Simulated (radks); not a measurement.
Results of a calculation; reference values are marked as such.
Numerical settings for neutral barium, [Xe] 6s2. Level of theory: Dirac Kohn-Sham, PBE, spin-unpolarised, spherical densities, finite nucleus; Fermi nuclear charge, rms radius 4.8378 fm (a radial shooting solver on a logarithmic mesh with Libxc functionals). The defaults (mesh step 0.008 in ln r, mesh end at 40 bohr or more with all orbitals vanishing there, Anderson mixing 0.5 over 9 steps, residual threshold near 1e-9 with the energy settled to 1e-9 hartree or 1e-11 of itself, here a cap of 92 iterations) give E = -8138.9916 hartree and 6s1/2 at -3.229 eV in 14 iterations. Run on one thread of a shared host, so times are rough (Arm Neoverse N1): 0.17 s of CPU time, 0.17 s wall, 14 iterations on 2440 mesh points. Changes against that run (0 stands for a change within the tolerance of the run):

\begin{tabular}{lrrrrr}
setting & iterations & converged & E (mhartree) & e(6s1/2) (meV) & CPU (s) \\ \hline
mesh step in ln r 0.08 & 4 & no & diverged & - & 0.03 \\
mesh step in ln r 0.12 & 2 & no & diverged & - & 0.01 \\
mesh step in ln r 0.012 & 14 & yes & 0 & 0 & 0.12 \\
mesh end (bohr) 8 & 13 & yes & +34.6 & +1.02e+03 & 0.15 \\
mesh end (bohr) 1 & 13 & level above zero & +4.34e+05 & +2e+06 & 0.12 \\
residual threshold 0.001 & 7 & yes & 0 & +0.805 & 0.11 \\
residual threshold 1e-05 & 9 & yes & 0 & +0.0742 & 0.13 \\
mixing 1.5 & 14 & yes & 0 & 0 & 0.17 \\
linear mixing, mixing 1 & 92 & no & 0 & -0.0535 & 0.97 \\
linear mixing, mixing 0.05 & 92 & no & +0.00443 & -14.1 & 0.87 \\
mixing history 20 & 19 & yes & 0 & 0 & 0.21 \\
iteration cap 8 & 8 & no & 0 & +0.0742 & 0.1 \\
\end{tabular}

Settled on a wrong energy, with an occupied level pushed above zero by the early mesh end: mesh end (bohr) 1 (+434 hartree). Apart from these: settings that end as converged yet miss the energy by more than 1 mhartree: mesh end (bohr) 8 (+0.0346 hartree). A mesh that ends early acts as a hard wall.
